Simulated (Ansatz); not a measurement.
The lowest singlet and triplet of CH3N (SMILES C[N]); geometries from B3LYP-D3(BJ)/def2-TZVP, each state relaxed from the structure named, with no frequency check, low spin by broken symmetry.
Singlet (charge 0, multiplicity 1):
```csv
atom,x (Å),y (Å),z (Å)
C,-0.5333,0.0606,0.0404
N,0.8540,-0.0971,-0.0647
H,-0.8723,-0.0929,1.0779
H,-0.8418,1.0726,-0.2689
H,-1.0643,-0.6638,-0.5985
```

A positive gap puts the triplet lower; no zero-point energy. R- takes a restricted singlet, here one determinant of a half-filled degenerate or near-degenerate pair, which mixes singlet states. U- takes an unrestricted singlet (broken symmetry where lower, unprojected). The triplet is unrestricted in single-reference levels. Active spaces average the two states.

Cores are frozen in the correlated methods.

Run with Ansatz (a program for electronic structure). 

```
level                                     gap E(singlet) − E(triplet), vertical, at the singlet's geometry (kcal/mol)
----------------------------------------  ---------------------------------------------------------------------------
U-SVWN5/def2-TZVPP (spin-contaminated)                                                                          14.52
U-B3LYP/def2-TZVPP (spin-contaminated)                                                                          11.46
U-PBE0/def2-TZVPP (spin-contaminated)                                                                           12.37
U-wB97M-V/def2-TZVPP (spin-contaminated)                                                                        15.89
R-CCSD/cc-pVDZ                                                                                                  47.20
R-CCSD/cc-pVTZ                                                                                                    [?]
R-CCSD(T)/cc-pVTZ                                                                                                 [?]
SC-NEVPT2 on SA-CASSCF(2,2)/cc-pVQZ                                                                             34.30
FIC-MRCISD+Q on SA-CASSCF(2,2)/cc-pVTZ                                                                          34.39
```

Complete the blanks.


- R-CCSD/cc-pVTZ, gap E(singlet) − E(triplet), vertical, at the singlet's geometry (kcal/mol): 44.48
- R-CCSD(T)/cc-pVTZ, gap E(singlet) − E(triplet), vertical, at the singlet's geometry (kcal/mol): 41.65

Doubts at one or more of the structures used: a restricted determinant that unrestricted orbitals would lower (R-CCSD/cc-pVDZ, R-CCSD/cc-pVTZ, R-CCSD(T)/cc-pVTZ).
